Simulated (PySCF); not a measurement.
A made-up structure of MgBH$_{3}$Te, singlet:

```
6
angstrom
B -1.4961 0.6048 -1.2161
Mg 0.2593 0.1105 0.5594
Te 2.2969 -0.4539 2.6347
H -1.5683 -0.0602 -2.3834
H -2.4365 1.5563 -1.0710
H 2.9448 -1.7575 1.4764
```

It is relaxed with PBE-D4/def2-SVP and then PBE0-D4/def2-TZVP (PySCF 2.14 with density fitting (its default auxiliary sets; JK sets also for MP2 and CCSD(T))). Atoms count as bonded within 1.22 times the sum of their covalent radii (H–H: 0.88 Å). The end point is not checked to be a true minimum.

Question: Does its bonding change? (A judgement: the text doesn't fix the answer.)

Answer: By the calculation: No: no bond forms or breaks.

Where it ends: The first stage lowers the energy by 0.83 eV in 11 steps. It ends as MgBH₃Te ([BH2][Mg][TeH]):
B1  (-1.339, 0.535, -1.106)
Mg2  (0.231, 0.103, 0.479)
Te3  (2.053, -0.390, 2.332)
H4  (-1.404, -0.064, -2.146)
H5  (-2.179, 1.384, -0.980)
H6  (2.628, -1.563, 1.305)
(Å)

Labels in which every atom is bracketed show which atoms are joined, not bond orders.

For scale, one of the runs: PBE0-D4/def2-TZVP relaxation, 131 basis functions, launched by `OMP_NUM_THREADS=2 python run.py`. Hardware: 2 CPU threads of an Intel Xeon, shared host. Wall time 53 s; peak host memory 1.3 GiB.
